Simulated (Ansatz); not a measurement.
BH₅OSSi, SMILES `BO[SiH2]S`, relaxed with RKS PBE-D4/def2-SVP in the Gaussian-basis code of Ansatz from a rough embedded geometry. The force threshold is 0.03 eV/Å; the program also tests the step.

Total charge 0; spin multiplicity 1.

Start:

```xyz
9

B     0.640    1.556    0.471
O    -0.561    0.735    0.477
Si   -0.008   -0.780   -0.049
S    -1.591   -2.176   -0.233
H     1.238    1.705    1.480
H     0.887    2.280   -0.450
H     0.622   -0.662   -1.437
H     1.041   -1.303    0.823
H    -2.267   -1.354   -1.083
```

```tsv
step	energy (eV)	largest force (eV/Å)	largest move (Å)
1	-21499.1266	2.378	0.000
2	-21499.2640	1.995	0.196
3	-21499.4647	1.249	0.091
4	-21499.6410	0.383	0.200
5	-21499.7429	0.287	0.200
6	-21499.7573	1.167	0.194
7	-21499.8354	0.287	0.200
8	-21499.8430	0.548	0.165
9 (rejected)	-21499.8418	0.394	0.196
10	-21499.8675	0.305	0.098
11	-21499.8913	0.366	0.098
12	-21499.9279	0.476	0.150
13	-21499.9293	0.522	0.196
14	-21499.9790	0.104	0.102
15	-21499.9816	0.093	0.156
16	-21499.9834	0.045	0.041
17	-21499.9837	0.036	0.026
18	-21499.9837	0.041	0.008
19	-21499.9838	0.018	0.006
```

End:

```xyz
9

B     0.562    1.728    0.483
O     0.171    0.760   -0.388
Si    0.168   -0.934   -0.227
S    -1.814   -1.677    0.112
H     1.043    1.425    1.568
H     0.416    2.888    0.140
H     0.733   -1.450   -1.513
H     0.964   -1.347    0.976
H    -2.242   -1.394   -1.151
```

Run time 37 s (2 threads of an Intel Xeon Platinum 8175M on a shared host); peak host memory 0.16 GiB.
